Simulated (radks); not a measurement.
Zn2+, configuration [Ar] 3d10.

Calculated with a radial shooting solver on a logarithmic mesh with Libxc functionals: Dirac Kohn-Sham, Slater X-alpha with alpha = 0.736, spin-unpolarised, spherical densities, finite nucleus; Fermi nuclear charge, rms radius 3.9283 fm.

Energy parts (eV):
part                   energy
total              -48887.660
kinetic             49827.096
electron-nucleus  -117410.426
Hartree             20678.430
exchange            -1982.759

Orbitals (lengths in bohr, moments of r in powers of bohr; r(max) is where P^2 peaks):
orbital  occ.  eigenvalue (eV)       <r^4>   r(max)  small-component weight
1s1/2       2        -9548.164  0.00002987  0.03293                1.17e-02
2s1/2       2        -1180.810    0.006323   0.1894                2.24e-03
2p1/2       2        -1044.700    0.004488   0.1499                2.23e-03
2p3/2       4        -1020.720    0.004755   0.1527                2.19e-03
3s1/2       2        -150.0472      0.4705   0.5880                4.99e-04
3p1/2       2        -106.7023      0.6115   0.5856                4.52e-04
3p3/2       4        -103.6103      0.6506   0.5939                4.41e-04
3d3/2       4         -31.4212       2.563   0.5605                3.06e-04
3d5/2       6         -31.0491       2.646   0.5635                3.02e-04

The highest occupied level is 3d5/2 at -31.049 eV. Summed over all electrons, <r^2> = 15.06 bohr^2, which gives a Langevin (diamagnetic) susceptibility term of -11.9 x 10^-6 cm^3/mol.
